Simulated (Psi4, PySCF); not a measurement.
SSn, singlet, geometry from GFN2-xTB (such geometries of metal compounds can be far from the true shape) (core potentials on Sn). Base run: PySCF with BHANDHLYP/def2-SVP, TDA.

PySCF was given this input:
```python
from pyscf import gto, scf, dft, tdscf

mol = gto.M(
    atom='''
Sn   -0.00000000   -0.00000000   -0.54106796
S     0.00000000    0.00000000    1.69083738
''',
    basis='def2-svp',
    ecp={'Sn': 'def2-svp'},
    verbose=4,
)

mf = dft.RKS(mol)
mf.xc = 'bhandhlyp'
mf.kernel()
td = mf.TDA()
td.nstates = 5
td.kernel()
td.analyze(verbose=3)
```

Programs used: Psi4, PySCF; a row that names a program was run with it.

Variants of this job, named by their change:

```json
[
 {"change": "base", "first excitation (eV)": "3.16", "oscillator strength of the first": "0.000", "second (eV)": "3.42"},
 {"change": "response = full linear response", "first excitation (eV)": "3.09", "oscillator strength of the first": "0.000", "second (eV)": "3.41"},
 {"change": "code = psi4", "first excitation (eV)": "3.16", "oscillator strength of the first": "0.000", "second (eV)": "3.42"},
 {"change": "states = triplets", "first excitation (eV)": "2.48", "oscillator strength of the first": "-", "second (eV)": "2.76"},
 {"change": "functional = hf", "first excitation (eV)": "3.43", "oscillator strength of the first": "0.000", "second (eV)": "3.63"},
 {"change": "guess vectors = 13 for 5 states", "first excitation (eV)": "3.16", "oscillator strength of the first": "0.000", "second (eV)": "3.42"},
 {"change": "functional = blyp", "first excitation (eV)": "3.09", "oscillator strength of the first": "0.000", "second (eV)": "3.39"},
 {"change": "functional = pbe0", "first excitation (eV)": "3.19", "oscillator strength of the first": "0.000", "second (eV)": "3.46"},
 {"change": "conv_tol = 1e-3", "first excitation (eV)": "3.16", "oscillator strength of the first": "0.000", "second (eV)": "3.42"},
 {"change": "functional = m062x", "first excitation (eV)": "3.20", "oscillator strength of the first": "0.000", "second (eV)": "3.56"},
 {"change": "nstates = 2", "first excitation (eV)": "3.16", "oscillator strength of the first": "0.000", "second (eV)": "3.42"}
]
```

An iterative solver can miss low states, so a row lists the states that it found.
